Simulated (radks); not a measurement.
Problem. These are the eigenvalues of the occupied orbitals of an atom or ion with whole-number occupations (eV). Method: scalar-relativistic Kohn-Sham, r2SCAN, spin-polarised, spherical densities, finite nucleus; meta-GGA in the generalised Kohn-Sham scheme; Fermi nuclear charge, rms radius of each element as measured or else 0.836 A^(1/3) + 0.57 fm; computed with a radial shooting solver on a logarithmic mesh with Libxc functionals.

orbital  eigenvalue
1s up     -854.0001
1s down   -852.7109
2s up      -51.9863
2p up      -27.0920
2p down    -24.4293
3s up       -3.0034

Which element is it, and in what charge state? The configuration may be excited. Open shells, if any, are filled with parallel spins first.

Solution. Z = 10, neon, charge 0: Ne in [He] 2s1 2p6 3s1. The list shows which subshells hold electrons but not how many an open one holds; the 1s level, -31.384 hartree, gives Z - s = 7.9 by -(Z - s)^2/2, which with screening and relativity narrows Z to a few neighbours, and the depths of the outer levels then fix element, charge and occupations together.
